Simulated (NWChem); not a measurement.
System: C₃H₇FSi; SMILES C(=C(\C)[SiH3])/F

Not confirmed as a minimum by frequencies.

### Question
Give the equilibrium geometry at PBE0/def2-SVP (NWChem) as a list of bonds and angles, with the point group.

### Answer
point group Cs; any orientation.
Bond lengths (Å): C1–C2 1.502, C1–H6 1.101, C1–H7 1.102, C1–H8 1.102, C2–Si3 1.886, C2–C4 1.333, Si3–H9 1.494, Si3–H10 1.494, Si3–H11 1.495, C4–F5 1.336, C4–H12 1.097. Angles (°): C2–C1–H6 111.9, C2–C1–H7 111.3, C2–C1–H8 111.3, H6–C1–H7 107.8, H6–C1–H8 107.8, H7–C1–H8 106.5, C1–C2–Si3 121.2, C1–C2–C4 120.5, Si3–C2–C4 118.3, C2–Si3–H9 111.5, C2–Si3–H10 111.5, C2–Si3–H11 107.9, H9–Si3–H10 108.6, H9–Si3–H11 108.7, H10–Si3–H11 108.7, C2–C4–F5 121.9, C2–C4–H12 126.2, F5–C4–H12 111.9.
